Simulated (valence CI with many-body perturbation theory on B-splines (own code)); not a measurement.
## Energy levels of Xe IV

Calculated by relativistic CI+MBPT: five valence electrons over a frozen Dirac-Fock core [Kr] 4d10, a basis of 11 s, 11 p, 10 d, 8 f, 5 g, 2 h functions for each j, with the one-electron correlation potential Σ1, the two-electron term Σ2, the three-electron term Σ3, Breit, model QED; selected CI, second order for the rest, scaled by the run's own slope (own B-spline code, finite nucleus).

Against 60 measured levels this calculation errs by 338 cm⁻¹ on average and by 1240 at most. These come from a selection out of Saloman, J. Phys. Chem. Ref. Data 33, 765 (2004). Levels without a partner in it may be off by more. Among the levels kept, up to 2500 cm⁻¹ of a level comes from second order outside the variational space, and about a tenth of that is noise between levels of different J, which matters for small intervals. 9 measured levels below the end of the list, from 133027 cm⁻¹ on, found no clear computed partner, and computed levels of the same name lie up to 50070 cm⁻¹ from them.

Levels 91 to 135 of 149, with energies above the lowest level, 5s²5p³ ⁴S°_3/2. "Leading %" is the weight of the configuration and term that name the level; weights of strongly mixed levels are sums over their largest components and can fall short. Lifetimes count E1, E2, E3, M1 and M2 decay at the calculated energies, and are blank where another channel may lead or the interval is too uncertain; long ones can be off by a factor of two.

```csv
No.,Configuration,Term,J,E (cm⁻¹),Leading %,Second component,Lifetime,g
91,5s5p³5d,⁶D°,1/2,217224,93,,19.0 ns,3.297
92,5s5p³5d,⁶D°,3/2,217422,92,,14.3 ns,1.846
93,5s5p³5d,⁶D°,5/2,217624,91,,15.7 ns,1.638
94,5s5p³5d,⁶D°,7/2,217931,90,,26.1 ns,1.570
95,5s5p³5d,⁶D°,9/2,218679,92,,25.3 ns,1.545
96,4f5s²5p²,²D°,5/2,219832,35,16 % 5s²5p²6p ²D°,1.30 ns,1.102
97,5s²5p²6p,²P°,1/2,219869,75,9 % 4f5s²5p² ²P°,1.01 ns,0.766
98,4f5s²5p²,²P°,3/2,220281,69,6 % 5s²5p²6p ²P°,2.49 ns,1.299
99,4f5s²5p²,²F°,7/2,220459,43,26 % 5s²5p²6p ²F°,1.58 ns,1.131
100,4f5s²5p²,²P°,1/2,220717,72,8 % 5s²5p²6p ²P°,1.86 ns,0.641
101,5s²5p²6p,²P°,3/2,224524,50,11 % 5s²5p²6p ²D°,1.54 ns,1.272
102,4f5s²5p²,²F°,7/2,228277,81,,4.28 ns,1.139
103,5p⁵,²P°,3/2,228500,36,19 % 5s5p³5d ²P°,842 ps,1.319
104,4f5s²5p²,²F°,5/2,230581,85,,5.44 ns,0.860
105,5s5p³5d,⁴D°,5/2,232730,70,8 % 5s5p³5d ⁴F°,3.07 ns,1.322
106,5s²5p²6p,²P°,1/2,232921,85,,1.27 ns,0.675
107,5s5p³5d,⁴D°,3/2,233385,59,20 % 5s5p³5d ⁴F°,3.25 ns,1.009
108,5s²5p²6d,⁴F,3/2,233431,50,13 % 5s²5p²6d ⁴D,727 ps,0.730
109,5s5p³5d,⁴D°,7/2,234644,80,5 % 5s5p³5d ⁴F°,4.75 ns,1.415
110,5s²5p²6d,⁴F,5/2,234885,28,23 % 5s²5p²6d ⁴D,516 ps,1.207
111,5s²5p²6p,²P°,3/2,235380,82,,989 ps,1.328
112,5s²5p²7s,⁴P,1/2,235448,62,24 % 5s²5p²7s ²P,361 ps,2.105
113,5s5p³5d,⁴D°,1/2,235604,82,5 % 5s5p³5d ²P°,2.41 ns,0.076
114,5p⁵,²P°,1/2,238165,39,39 % 5s5p³5d ²P°,1.69 ns,0.617
115,5s5p³5d,⁴F°,3/2,238686,62,24 % 5s5p³5d ⁴D°,3.09 ns,0.630
116,5s5p³5d,⁴F°,5/2,240208,68,8 % 5s5p³5d ⁴D°,2.73 ns,1.079
117,5s5p³5d,⁴F°,7/2,242093,73,8 % 5s²5p5d² ⁴F°,2.60 ns,1.241
118,5s²5p²6d,²P,3/2,242245,36,34 % 5s²5p²6d ⁴F,537 ps,1.017
119,5s²5p²6d,⁴F,5/2,242756,54,25 % 5s²5p²6d ⁴P,521 ps,1.185
120,5s²5p²6d,⁴F,7/2,242836,61,25 % 5s²5p²6d ⁴D,855 ps,1.281
121,5s²5p²6d,⁴D,1/2,243146,68,16 % 5s²5p²6d ²P,643 ps,0.353
122,5s²5p²7s,⁴P,3/2,244208,61,9 % 5s²5p²7s ²P,342 ps,1.597
123,5s²5p²6d,²F,5/2,244340,66,23 % 5s²5p²6d ⁴P,427 ps,1.063
124,5s5p³5d,⁴F°,9/2,244901,77,9 % 5s²5p5d² ⁴F°,4.71 ns,1.323
125,5s²5p²7s,²P,1/2,245096,65,26 % 5s²5p²7s ⁴P,273 ps,1.192
126,5s²5p²6d,⁴D,3/2,245097,26,22 % 5s²5p²7s ⁴P,686 ps,1.383
127,5s²5p²5f,⁴G°,5/2,246083,38,16 % 5s²5p²5f ²D°,514 ps,0.898
128,5s5p³6s,⁶S°,5/2,246116,87,4 % 5s5p³6s ⁴P°,3.17 ns,1.927
129,5s²5p²5f,⁴D°,7/2,246248,22,21 % 5s²5p²5f ²G°,566 ps,1.137
130,5s²5p²6d,²F,7/2,246788,35,28 % 5s²5p²6d ⁴D,920 ps,1.217
131,5s²5p²6d,⁴F,9/2,247149,68,25 % 5s²5p²6d ²G,967 ps,1.274
132,5s5p³5d,²S°,1/2,247282,55,9 % 5s²5p5d² ²S°,2.97 ns,1.831
133,5s²5p²6d,⁴D,5/2,248367,47,20 % 5s²5p²6d ²D,444 ps,1.302
134,5s²5p²7p,⁴D°,1/2,248368,41,10 % 5s²5p²7p ²P°,2.15 ns,0.917
135,5s²5p²6d,⁴P,3/2,248659,43,25 % 5s²5p²6d ⁴D,421 ps,1.416
```

Names give the largest LS component (configuration and term), which can be under half, so a name can repeat, a term be missing and a line seem to break the LS rules; names also repeat where a configuration has a term twice.

Where two levels of one J and parity lie close, their mixing, g and order are uncertain.
